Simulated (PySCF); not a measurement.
PySCF job for GaClBr2, SMILES [Br][Ga]([Br])[Cl], IEF-PCM-M06-2X/def2-SVP. The structure is a stationary point at PBE0-D3(BJ)/def2-SVP. The structure was generated by enumeration; whether it is a known compound was not checked.

```python
import numpy as np
from pyscf import gto, scf, dft
from pyscf.solvent import pcm

mol = gto.M(
    atom='''
    Ga    0.00000000    0.00000000    0.35457827
    Cl    0.00000000    0.00000000    2.48134793
    Br    0.00000000    1.96692702   -0.75964059
    Br    0.00000000   -1.96692702   -0.75964059
    ''',
    basis='def2-SVP',
    charge=0,
    spin=0,
    max_memory=1600,
    verbose=3,
)
mf = dft.RKS(mol, xc='m06-2x').density_fit(auxbasis='def2-universal-jkfit')
mf.grids.level = 4
mf.conv_tol = 1e-9
mf.max_cycle = 100
mf.kernel()
res = {}
for name, eps in {'water': 78.355, 'ethanol': 24.852, 'dichloromethane': 8.93}.items():
    s = mf.PCM()
    s.with_solvent.method, s.with_solvent.eps, s.with_solvent.lebedev_order = 'IEF-PCM', eps, 29
    s.kernel(mf.make_rdm1())
    res[name] = (s.e_tot, eps, s.dip_moment(), s.mo_energy, s.converged)
    print(f'{name}: electrostatic solvation free energy {(s.e_tot - mf.e_tot) * 627.509474:.3f} kcal/mol')
```

Output:

```
converged SCF energy = -7532.60347474195

WARN: PCM is an experimental feature. It is still in testing.
Features and APIs may be changed in the future.

converged SCF energy = -7532.61044995668
Dipole moment(X, Y, Z, Debye):  0.00000, -0.00000, -0.31947
water: electrostatic solvation free energy -4.377 kcal/mol

WARN: PCM is an experimental feature. It is still in testing.
Features and APIs may be changed in the future.

converged SCF energy = -7532.61010598498
Dipole moment(X, Y, Z, Debye):  0.00000, -0.00000, -0.31956
ethanol: electrostatic solvation free energy -4.161 kcal/mol

WARN: PCM is an experimental feature. It is still in testing.
Features and APIs may be changed in the future.

converged SCF energy = -7532.6092759283
Dipole moment(X, Y, Z, Debye): -0.00000,  0.00000, -0.31939
dichloromethane: electrostatic solvation free energy -3.640 kcal/mol
```

Self-consistency was reached.

Cost: about 60 core-seconds (a rough figure).
